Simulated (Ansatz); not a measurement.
One change: `N#[C][In]([Cl])[Cl]` becomes `[Cl][In]([Cl])[Cl]`.

Ansatz, PBE0-D4/def2-TZVP geometries, multiplicity 1. 

Elements past krypton have def2 core potentials.

| property | `N#[C][In]([Cl])[Cl]` |
| --- | --- |
| LUMO energy (B3LYP/def2-TZVPP) / eV | -2.95 |
| HOMO energy (ωB97M-V/def2-TZVPP) / eV | -11.94 |
| size of the dipole moment (PBE/def2-TZVPP) / D | 1.76 |
| HOMO energy (B3LYP/def2-TZVPP) / eV | -9.38 |
| ideal-gas entropy at 298 K and 1 bar (rigid rotor, harmonic PBE0-D4/def2-TZVP) / J/(mol·K) | 367 |
| HOMO–LUMO gap (B3LYP/def2-TZVPP) / eV | 6.43 |

Problem. Give the same properties after the change, and the shifts. (Estimate.)

Solution. Computed: 
```
                                                                                  property  `[Cl][In]([Cl])[Cl]`  shift
                                                       LUMO energy (B3LYP/def2-TZVPP) / eV                 -3.20  -0.25
                                                     HOMO energy (ωB97M-V/def2-TZVPP) / eV                -11.74   0.20
                                            size of the dipole moment (PBE/def2-TZVPP) / D                  0.00  -1.76
                                                       HOMO energy (B3LYP/def2-TZVPP) / eV                 -9.16   0.22
ideal-gas entropy at 298 K and 1 bar (rigid rotor, harmonic PBE0-D4/def2-TZVP) / J/(mol·K)                   341    -26
                                                     HOMO–LUMO gap (B3LYP/def2-TZVPP) / eV                  5.96  -0.47
```

With PBE0 the HOMO rises by 0.21 eV and the LUMO falls by 0.23 eV, so the gap narrows by about 0.44 eV. PBE moves the HOMO by 0.23 eV and ωB97M-V by 0.20 eV. The zero-point energy changes by -17.0 kJ/mol with -3 modes.

B3LYP here is the variant with VWN-RPA as its local correlation; programs differ in this.
